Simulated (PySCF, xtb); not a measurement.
Sn(H)(NH2) (H₃NSn), SMILES [NH2][SnH] (connectivity only; charge and spin as stated), neutral, multiplicity 1.

Harmonic wavenumbers (cm⁻¹) from GFN2-xTB (xtb 6.7.1) at its own minimum, in rising order: 425, 441, 480, 538, 619, 1317, 1486, 3426, 3455.

Problem. What does B3LYP-D3(BJ)/def2-TZVP run with PySCF give at its own minimum? (The exact figures need the calculation; the answer reports its results.)

Solution. 411, 537, 594, 598, 751, 1555, 1667, 3543, 3651. Paired by order, the mean absolute difference is 128 cm⁻¹ and the zero-point energies are 17.4 and 19.0 kcal/mol.
